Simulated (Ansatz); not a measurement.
Total energies of InCl2(OH) (InCl₂OH) from Ansatz at r2SCAN-D4/def2-TZVPD, gas phase (1 Eh = 27.2114 eV = 2625.5 kJ/mol). The reference geometry is relaxed at PBE0-D4/def2-SVP.

Cartesian coordinates in Å:
```
In 0.192 0.382 -0.054
Cl -0.070 2.672 0.201
Cl 2.190 -0.451 -0.923
O -1.275 -0.840 0.466
H -1.038 -1.763 0.310
```

```json
{"state": "charge 0 singlet", "geometry": "reference", "energy (Eh)": "-1186.52250"}
{"state": "charge -1 doublet", "geometry": "reference", "energy (Eh)": "-1186.56497"}
{"state": "free In atom (doublet)", "geometry": "–", "energy (Eh)": "-190.18157"}
{"state": "free Cl atom (doublet)", "geometry": "–", "energy (Eh)": "-460.11735"}
{"state": "free O atom (triplet)", "geometry": "–", "energy (Eh)": "-75.05928"}
{"state": "free H atom (doublet)", "geometry": "–", "energy (Eh)": "-0.49993"}
```

In the def2 sets In takes a core potential; there is no spin–orbit coupling.

Problem. Work out the vertical electron affinity, to the doublet.

Solution. E(charge 0 singlet) − E(charge -1 doublet) = -1186.52250 − (-1186.56497) = 0.04247 Eh = 1.16 eV.

Problem. What is the binding energy per atom against free atoms?

Solution. Atoms: 1 × (-190.18157) + 2 × (-460.11735) + 1 × (-75.05928) + 1 × (-0.49993) = -1185.97548 Eh. Binding: -1185.97548 − (-1186.52250) = 0.54702 Eh = 14.89 eV, or 2.98 eV for each of 5 atoms (no zero-point energy, no counterpoise term).

At r2SCAN-D4/def2-TZVPD the highest occupied level of the charge -1 doublet lies above zero (up to 1.01 eV). By energy differences its removal costs 1.16 eV (vertical, to the charge 0 singlet, at r2SCAN-D4/def2-TZVPD); a positive level beside a positive removal energy at the same level points to self-interaction error.
